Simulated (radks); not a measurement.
Initial-state core-level shifts of neutral hafnium when its valence configuration changes from [Xe] 4f14 5d2 6s2. All-electron calculation, Dirac Kohn-Sham, PBE, spin-unpolarised, spherical densities, point nucleus; open shells are shared between the two j in proportion to 2j + 1. Program: a radial shooting solver on a logarithmic mesh with Libxc functionals. Shifts are changes of the shell-averaged eigenvalues in eV (positive: less bound).

| valence | 1s | 3s | 4p | 4d |
|---|---|---|---|---|
| 4f13 5d3 6s2 | -8.134 | -9.960 | -9.075 | -8.735 |
| 4f14 5d1 6s2 6p1 | -3.325 | -3.372 | -3.390 | -3.402 |
| 4f14 5d2.5 6s1.5 | +0.692 | +0.726 | +0.733 | +0.739 |
| 4f13 5d2 6s2 6p1 | -11.779 | -13.665 | -12.787 | -12.456 |
| 4f14 6s2 6p2 | -7.057 | -7.153 | -7.189 | -7.218 |
| 4f13.5 5d2 6s2 6p0.5 | -5.678 | -6.581 | -6.185 | -6.027 |
| 4f12 5d4 6s2 | -16.894 | -20.826 | -18.728 | -17.990 |
| 4f14 5d2 6s1 6p1 | -1.471 | -1.446 | -1.449 | -1.447 |
| 4f14 5d1.5 6s1.5 6p1 | -2.347 | -2.358 | -2.368 | -2.374 |
